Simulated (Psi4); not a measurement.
Pair of molecules, SMILES O=C=O with SMILES N#N (the first has 3 atoms); geometry from B3LYP-D3(BJ)/def2-TZVP, rigid monomers moved along the line of their centres of mass till C2···N4 is 3.61 Å.
(charge 0, multiplicity 1):
```xyz
5

O     -0.52489    -1.04136    -0.27140
C     -0.01877     0.00190    -0.27381
O      0.48721     1.04519    -0.28300
N      0.02630    -0.00345     3.34024
N      0.04217    -0.00351     4.43073
```

Method: Psi4 with SAPT0/jun-cc-pV(D+d)Z.

Task: Give the four SAPT terms and the total, and say what mostly holds the pair together.

Result: electrostatics -0.38, exchange 0.18, induction -0.03, dispersion -0.34, total -0.58 kcal/mol; the largest attraction is electrostatics.
